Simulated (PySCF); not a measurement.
A structure optimised at PBE-D3(BJ)/def2-SVP, used in a PySCF frequency run:

```
Si
O 1 1.6788
Si 2 1.6735 1 142.72
H 3 1.5007 2 108.04 1 -166.88
H 1 1.5049 2 110.42 3 44.18
H 3 1.5056 4 109.32 2 120.36
H 3 1.5064 4 109.49 6 119.13
H 1 1.5105 5 108.48 2 120.71
C 1 1.8991 5 110.13 8 116.68
H 9 1.1103 1 110.30 5 53.24
H 9 1.1175 10 106.01 1 -121.55
O 9 1.4316 10 106.97 11 -121.17
H 12 0.9754 9 107.14 10 174.36
```

Problem. Write its SMILES and formula.

Solution. OC[SiH2]O[SiH3], CH₈O₂Si₂

Problem. What are its rotational constants (standard atomic weights)?

Solution. 14.524, 1.0591, 1.0215 GHz
